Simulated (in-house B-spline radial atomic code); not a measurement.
## PBE0 excitations of neutral strontium

Method: PBE0. Computed with a B-spline radial code for spherical atoms: linear response of the closed shell [Kr] 5s2 with the functional's adiabatic kernel; scalar-relativistic (spin-free one-electron X2C), finite nucleus, no spin-orbit coupling, no double excitations, S, P, D and F terms only; shells from n = 3 respond.

Command:
```bash
python run_td.py task.json out
```
Settings (radii: box in bohr, nucleus in fm):
```
Z                        38
electrons                38
configuration            [Kr] 5s2
hamiltonian              x2c
method                   pbe0
box_radius               75
rms_radius               4.224
intervals                77
```

Time taken, with all properties: 2.8 s on 1 thread of Arm Neoverse N1, on a shared host.

The lowest states, in the order of their Tamm-Dancoff energies; the method's threshold (minus the highest occupied level) is 4.048 eV. Labels give the largest channel, * marks a mixed state, and oscillator strengths are full-response dipole values. Measured ¹D terms are left out, since they can mix with doubly excited terms. Semilocal kernels can invert the small singlet-triplet splittings of Rydberg terms. Energies in eV:

```json
{"state": "5s → 5p 3P", "full response": "?", "Tamm-Dancoff": "?", "oscillator strength": "-", "measured (J-weighted term)": "?"}
{"state": "5s → 4d 3D", "full response": "1.653", "Tamm-Dancoff": "1.752", "oscillator strength": "-", "measured (J-weighted term)": "2.263"}
{"state": "5s → 4d 1D", "full response": "2.380", "Tamm-Dancoff": "2.392", "oscillator strength": "-", "measured (J-weighted term)": "-"}
{"state": "5s → 5p 1P", "full response": "2.738", "Tamm-Dancoff": "2.868", "oscillator strength": "1.93", "measured (J-weighted term)": "2.690"}
{"state": "5s → 6s 3S", "full response": "3.383", "Tamm-Dancoff": "3.388", "oscillator strength": "-", "measured (J-weighted term)": "3.600"}
{"state": "5s → 6s 1S", "full response": "?", "Tamm-Dancoff": "?", "oscillator strength": "-", "measured (J-weighted term)": "?"}
{"state": "5s → 6p 3P", "full response": "3.784", "Tamm-Dancoff": "3.787", "oscillator strength": "-", "measured (J-weighted term)": "-"}
{"state": "5s → 6p 1P", "full response": "3.848", "Tamm-Dancoff": "3.858", "oscillator strength": "0.0468", "measured (J-weighted term)": "-"}
```

Problem. Where does 5s → 6s 1S lie?

Solution. At 3.551 eV in full response, 3.557 eV in Tamm-Dancoff; measured 3.793 eV.

Problem. Where does 5s → 5p 3P lie?

Solution. At 1.425 eV in full response, 1.584 eV in Tamm-Dancoff; measured 1.823 eV.

Problem. How large is the singlet-triplet splitting of 5s → 4d (D terms) in Tamm-Dancoff?

Solution. 0.64 eV, from the unrounded values.

Problem. What polarisabilities and dispersion coefficient does the method give?

Solution. Dipole 202.9 bohr³, quadrupole 4939 bohr⁵, C6 3323 hartree·bohr⁶ for two such species. Recommended dipole value: 197.2 ± 0.2 bohr³ (Schwerdtfeger and Nagle, table of static dipole polarizabilities (2023 update)), which includes relativity and correlation.
